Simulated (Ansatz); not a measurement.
Mulliken charges of `[CH3][SbH][OH]` from PBE/def2-TZVPP in Ansatz (PBE0-D4/def2-TZVP geometry).

```json
{"atom": "C1", "x (Å)": "-0.717", "y (Å)": "0.886", "z (Å)": "-0.310", "charge (e)": "-0.536"}
{"atom": "Sb2", "x (Å)": "0.913", "y (Å)": "0.034", "z (Å)": "0.789", "charge (e)": "0.593"}
{"atom": "O3", "x (Å)": "0.358", "y (Å)": "-1.819", "z (Å)": "0.378", "charge (e)": "-0.497"}
{"atom": "H4", "x (Å)": "-0.465", "y (Å)": "1.900", "z (Å)": "-0.626", "charge (e)": "0.117"}
{"atom": "H5", "x (Å)": "-1.608", "y (Å)": "0.913", "z (Å)": "0.317", "charge (e)": "0.124"}
{"atom": "H6", "x (Å)": "-0.900", "y (Å)": "0.262", "z (Å)": "-1.184", "charge (e)": "0.141"}
{"atom": "H7", "x (Å)": "1.985", "y (Å)": "0.161", "z (Å)": "-0.550", "charge (e)": "-0.121"}
{"atom": "H8", "x (Å)": "0.525", "y (Å)": "-2.393", "z (Å)": "1.130", "charge (e)": "0.177"}
```

Q: By hand: the dipole of these point charges (1 e Å = 4.8032 D).

A: Σ q r = (0.220, 0.379, 0.512) e Å, of length 0.674 e Å = 3.24 D.

Q: How does the dipole of the full density compare? (Best estimate.)

A: Computed: (0.002, 0.164, 0.239) e Å, 1.39 D; the point charges give 2.33 times that, at 19° from its direction.

Point charges leave out the atoms' own dipoles, such as those of lone pairs, and Mulliken's split depends on the basis, so the two needn't agree.
